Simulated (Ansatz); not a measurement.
Reaction (isomerisation): `C[NH][Al]1[BH][S]1` → `[BH2][Al]([SH])[CH]=N`

Calculated with Ansatz (gas phase, PBE0-D4/def2-TZVP geometries, no zero-point term in ΔE). CBS: MP2 limit from def2 TZ/QZ plus the TZ coupled-cluster correction, frozen cores. Functionals use def2-TZVPP. B3LYP here is the variant with VWN-RPA as its local correlation; programs differ in this. One conformer a species, not always the lowest.

`C[NH][Al]1[BH][S]1`:

```xyz
10

C    -1.313    1.327   -0.512
N    -0.379    0.765    0.443
Al    0.643   -0.652    0.247
B     1.758   -2.274   -0.084
S     2.113   -1.654    1.568
H    -1.051    2.354   -0.791
H    -1.316    0.735   -1.430
H    -2.340    1.333   -0.129
H    -0.350    1.287    1.306
H     2.235   -3.222   -0.618
```

`[BH2][Al]([SH])[CH]=N`:

```xyz
10

B     0.429   -2.147    0.396
Al    0.137   -0.069    0.101
S     1.631    1.399    0.758
C    -1.399    0.865   -0.752
N    -1.440    2.123   -0.954
H     0.034   -2.718    1.372
H     1.001   -2.836   -0.401
H     2.492    0.466    1.198
H    -2.293    0.326   -1.096
H    -0.592    2.590   -0.622
```

CCSD(T)/CBS gives +185.9 kJ/mol.

Question: Another level gave +185.0 kJ/mol. Which?
A. PBE/def2-TZVPP
B. SCS-MP2/def2-TZVPP
C. r2SCAN/def2-TZVPP
D. B3LYP-D4/def2-TZVPP

Answer: B. SCS-MP2/def2-TZVPP 185.0, B3LYP-D4 173.7, r2SCAN 197.7, PBE 192.1 kJ/mol.

Largest T1 diagnostic among the species: 0.015.

From PBE to PBE0 (25 % exact exchange), in def2-TZVPP and without D4, ΔE moves by +6.7 kJ/mol. In def2-TZVPP, CCSD(T) changes the Hartree–Fock value by +33.5 kJ/mol (the triples alone add +4.6 kJ/mol) and MP2 by +54.5 kJ/mol.
